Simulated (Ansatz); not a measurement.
Total energies of H₆N₂SiSn (`[NH2][SnH]1[NH][SiH2]1`).

```
atom    x (Å)    y (Å)    z (Å)
  N1   0.4629  -1.6671   1.5073
 Sn2  -0.3978  -0.8754  -0.1423
  N3  -0.5972   1.2266  -0.1042
 Si4   0.4770   1.0626  -1.3999
  H5   1.2804  -1.1658   1.8282
  H6  -0.1690  -1.7830   2.2888
  H7  -1.9149  -1.6521  -0.2423
  H8  -1.0852   1.9942   0.3274
  H9   1.8968   1.4999  -1.2662
 H10   0.0471   1.3601  -2.7968
```

Total charge 0; spin multiplicity 1. Correlated methods include outer-core shells of Sn, which these sets cover unevenly. Sn takes the def2 core potential. The geometry is a stationary point of PBE0-D4/def2-TZVP. It is one conformer, not always the lowest. Basis def2-TZVPP, Ansatz 0.2.0.

RPA on PBE orbitals: Hartree–Fock energy of these orbitals -614.64881 Eh, correlation -1.37979 Eh (frozen core).

```csv
functional,energy without D4 (Eh),D4 term (kJ/mol)
LDA (SPW92),-614.52972,–
PBE,-616.66152,-22.0
revPBE,-616.90135,-57.9
BLYP,-616.85260,-47.0
r2SCAN,-616.94407,-5.2
B97M-V,-616.86089,–
PBE0,-616.70393,-18.8
B3LYP,-617.04750,-35.8
r2SCANh,-616.92353,-5.7
r2SCAN0,-616.89407,-6.3
HSE06 (plane-wave form),-616.68988,-17.8
BHLYP,-616.80810,-31.1
CAM-B3LYP,-616.88773,-19.4
LC-ωPBE,-616.82458,–
ωB97X-V,-616.84925,–
ωB97M-V,-616.83120,–
B2PLYP,-616.53183,–
PBE-QIDH,-616.40787,–
```

B3LYP takes the VWN-RPA correlation (the form of Gaussian; ORCA's B3LYP/G). HSE06 is the plane-wave form, built on full-range PBE exchange. The double hybrids freeze the cores in their second-order part.

LC-ωPBE has ω = 0.4 bohr⁻¹.
